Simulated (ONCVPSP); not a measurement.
**Before and after: ONCV potential for nickel (Ni)**

- Element: nickel (Ni)
- Generator: ONCVPSP 4.0.1
- Type: optimised norm-conserving Vanderbilt (ONCV)
- Functional: LDA (Perdew-Wang 92)
- Relativity: scalar-relativistic
- Frozen core: [Ne]
- Valence charge: 18
- Reference configuration: 3s2 3p6 3d8 (charge +2)
- Partial waves: 3s: rc 1.20 bohr, ncon 4, nbas 8, qcut 8.5 1/bohr, 1 projector; 3p: rc 1.00 bohr, ncon 3, nbas 6, qcut 14.7 1/bohr, 2 projectors, debl 1.2 Ha; 3d: rc 1.30 bohr, ncon 5, nbas 9, qcut 11.1 1/bohr, 2 projectors, debl 0.3 Ha
- Local potential: polynomial inside 0.80 bohr (lpopt 5, dvloc0 0 Ha)
- Core correction: none

In the p channel the program set the typed energies aside and used -3.346, 0.250 Ha. In the d channel the program set the typed energies aside and used -1.055, 0.250 Ha.

Change: s: qcut 7.7.

Cutoffs: the cutoffs (Ha) at which the residual kinetic energy of the hardest occupied pseudo-wave falls to 1 and 0.1 mHa per electron; they do not see the model core or the augmentation charge, which bear on the density cutoff. Errors are all-electron minus pseudo energies relative to the spin-unpolarised reference configuration.

How do hardness, ghosts and transferability respond?

The potential gets neither clearly harder nor softer (57 Ha and 110 Ha → 57 Ha and 110 Ha); the d channel sets the loose cutoff, while the largest relative change is in s, which becomes softer; the errors of the 4 common tests hardly move; neither file shows a bound ghost.

```tsv
quantity	base	changed
cutoff, loose	57 Ha	57 Ha
cutoff, tight	110 Ha	110 Ha
loose cutoff by channel	s 28 Ha, p 40 Ha, d 57 Ha	s 24 Ha, p 40 Ha, d 57 Ha
bound ghosts	none	none
GHOST(+) flags under 300 eV	none	none
error for 3s2 3p6 3d8 4s2, meV [ΔE -27.25 eV]	+1350	+1529
error for 3s2 3p6 3d8 4s1, meV [ΔE -17.65 eV]	+879	+996
error for 3s2 3p6 3d7, meV [ΔE 37.80 eV]	+29	+29
error for 3s2 3p6 3d8 4s1.5, meV [ΔE -23.41 eV]	+1156	+1312
s: phases at 1.22 bohr within 0.05 rad from the reference energy up to (Ha; the scan ends near 5)	-1.6	-1.8
p: phases at 1.01 bohr within 0.05 rad from the reference energy up to (Ha; the scan ends near 5)	to the end of the scan	to the end of the scan
d: phases at 1.32 bohr within 0.05 rad from the reference energy up to (Ha; the scan ends near 5)	to the end of the scan	to the end of the scan
```
